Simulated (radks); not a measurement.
Spin polarisation of the 2p2 shell in the oxygen ion O2+. Start: [He] 2s2 2p(up 1, down 1); electrons of 2p are moved from spin down to spin up, other shells keep equal spins. All-electron calculation, non-relativistic Kohn-Sham, PBE, spin-polarised, spherical densities, point nucleus. Program: a radial shooting solver on a logarithmic mesh with Libxc functionals.

[
 {"moment (Bohr magnetons)": "0", "E - E(0) (eV)": "0.000", "e(2p up) (eV)": "-43.246", "e(2p down) (eV)": "-43.246", "2s down minus up (eV)": "0.000"},
 {"moment (Bohr magnetons)": "0.5", "E - E(0) (eV)": "-0.147", "e(2p up) (eV)": "-43.800", "e(2p down) (eV)": "-42.626", "2s down minus up (eV)": "1.148"},
 {"moment (Bohr magnetons)": "1", "E - E(0) (eV)": "-0.588", "e(2p up) (eV)": "-44.291", "e(2p down) (eV)": "-41.934", "2s down minus up (eV)": "2.309"},
 {"moment (Bohr magnetons)": "1.5", "E - E(0) (eV)": "-1.327", "e(2p up) (eV)": "-44.721", "e(2p down) (eV)": "-41.164", "2s down minus up (eV)": "3.493"},
 {"moment (Bohr magnetons)": "2", "E - E(0) (eV)": "-2.368", "e(2p up) (eV)": "-45.089", "e(2p down) (eV)": "-40.313", "2s down minus up (eV)": "4.707"}
]

At moment 2 the spin-polarisation energy is -2.368 eV and the 2p exchange splitting 4.776 eV, that is 2.388 eV per Bohr magneton; E = -I m^2/4 would give I = 2.368 eV.
